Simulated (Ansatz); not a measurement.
Relaxation of Cl2FHSi (5 atoms, charge 0, multiplicity 1), to a largest force component of 0.03 eV/Å in at most 50 steps.

Theory: RKS PBE-D4/def2-SVP in Ansatz 0.2.0.

```xyz
5
Properties=species:S:1:pos:R:3
Si -0.086 -0.003 -0.820
Cl 1.654 -0.042 2.015
H 2.064 0.068 0.746
F -1.123 1.222 -0.475
Cl -1.334 -1.686 -0.634
```

Problem. Where does it end, and by what steps?

Solution. The forces met the threshold. After 13 steps the energy has fallen by 0.083 eV; H3 moved furthest, 0.49 Å.

```tsv
step	energy less start (eV)	largest force component (eV/Å)	accepted
0	0.0000	0.915	yes
1	0.0013	1.141	no
2	-0.0160	0.765	yes
3	-0.0392	0.392	yes
4	-0.0484	0.318	yes
5	-0.0598	0.109	yes
6	-0.0716	0.187	yes
7	-0.0718	0.191	yes
8	-0.0457	1.149	no
9	-0.0785	0.135	yes
10	-0.0795	0.314	yes
11	-0.0824	0.039	yes
12	-0.0820	0.093	no
13	-0.0826	0.008	yes
```

```xyz
5
Properties=species:S:1:pos:R:3
Si -0.166 0.014 -0.973
Cl 1.355 -0.168 1.648
H 2.455 0.150 1.035
F -1.107 1.234 -0.382
Cl -1.361 -1.672 -0.497
```

Whether the end is a true minimum wasn't checked by a vibrational analysis.

The run took 29 s on 1 thread of Arm Neoverse V2, on a shared host, peak memory 0.13 GiB.
